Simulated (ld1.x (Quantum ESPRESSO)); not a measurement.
Which change was made? (P, TM)

P, norm-conserving Troullier–Martins (Kleinman–Bylander form), made with ld1.x (Quantum ESPRESSO) 7.5 (PBEsol, scalar-relativistic). Core [Ne], reference 3s2 3p3. Waves: 3s (bound): rc 1.15 bohr; 3p (bound): rc 1.60 bohr; 3d channel at 0.45 Ry: rc 1.55 bohr. Local part: all-electron potential smoothed inside 1.35 bohr (lloc = -2). Core correction: a·sin(br)/r model core, default radius (core density twice the valence density).

Cutoffs, loose and tight: the cutoffs (Ry, on a coarse ladder) from which the occupation-weighted sum of valence levels, in a spherical-Bessel basis at the reference potential, stays within 10 and 1 mRy of its value at 400 Ry. They do not see the model core or the augmentation charge, which bear on the density cutoff. Test errors are all-electron minus pseudo excitation energies from the reference, over the configurations 3s2 3p2; 3s2 3p1; 3s2 3p0; 3s1 3p4; 3s1 3p0; 3s2 3p2.5; 3s0 3p5; variants that change the core or the reference have their own tests. The largest error is taken over the tests solved by every variant that gives reliable tests at all, those not shown here included: 3s0 3p5; 3s1 3p4; 3s2 3p2; 3s2 3p2.5.

The base gives: outcome: generated; cutoff, loose: 55 Ry; cutoff, tight: 140 Ry; bound ghosts: none; largest test error (meV): -10.

Problem. After one change the result is: outcome: generated; cutoff, loose: 60 Ry; cutoff, tight: 140 Ry; bound ghosts: s; largest test error (meV): -42. Which change was it?
A. local potential all-electron potential smoothed inside 1.84 bohr (lloc = -2)
B. local potential all-electron potential smoothed inside 0.84 bohr (lloc = -2)
C. local potential all-electron potential smoothed inside 0.66 bohr (lloc = -2)

Solution. C. The others give: local potential all-electron potential smoothed inside 0.84 bohr (lloc = -2) → outcome: generated; cutoff, loose: 55 Ry; cutoff, tight: 140 Ry; bound ghosts: none; largest test error (meV): -9.1 | local potential all-electron potential smoothed inside 1.84 bohr (lloc = -2) → outcome: generated; cutoff, loose: 55 Ry; cutoff, tight: 140 Ry; bound ghosts: none; largest test error (meV): -12.
